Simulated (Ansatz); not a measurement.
Consider the formal exchange of groups at a Ge–C bond: `[CH3][GeH3]` + SiH₄ → `[SiH3][GeH3]` + CH₄.

Gas-phase electronic energies from Ansatz, PBE0-D4/def2-TZVP geometries. CCSD(T)/CBS adds triple-zeta CCSD(T) − MP2 to the extrapolated MP2 energy (def2 sets, frozen cores). This one scheme is used for every species. DFT in def2-TZVPP. For Ge outer-core shells are correlated without core-valence functions, which leaves a few kJ/mol of doubt a bond. Scalar relativity is left out up to krypton.

| level | ΔE (kcal/mol) |
| --- | --- |
| B97M-V | -9.8 |
| PBE0-D4 | -10.4 |
| ωB97M-V | -8.2 |
| CAM-B3LYP | -8.1 |

**Question.** What does CCSD(T)/CBS give? (Best estimate.)

**Answer.** Computed: -8.4 kcal/mol. The listed levels differ from it by -1.4, -2.0, 0.2, 0.3 kcal/mol.

**Question.** What do rigid-rotor, harmonic-oscillator terms from PBE0-D4/def2-TZVP frequencies (298.15 K, 1 bar) make of the CCSD(T)/CBS value? (Estimate.)

**Answer.** The calculation gave: ΔZPE = +1.1 kcal/mol, ΔH = -7.0 kcal/mol, ΔS = 5 J/(mol·K), ΔG = -7.3 kcal/mol.

Largest T1 diagnostic among the species: 0.012.

From BLYP to BHLYP (50 % exact exchange), in def2-TZVPP and without D4, ΔE moves by +1.2 kcal/mol. Leaving LDA and LC-ωPBE aside and taking each functional with its dispersion term where it has one, the values, not all of them listed here, spread over 2.8 kcal/mol, from PBE-D4 to B2PLYP.
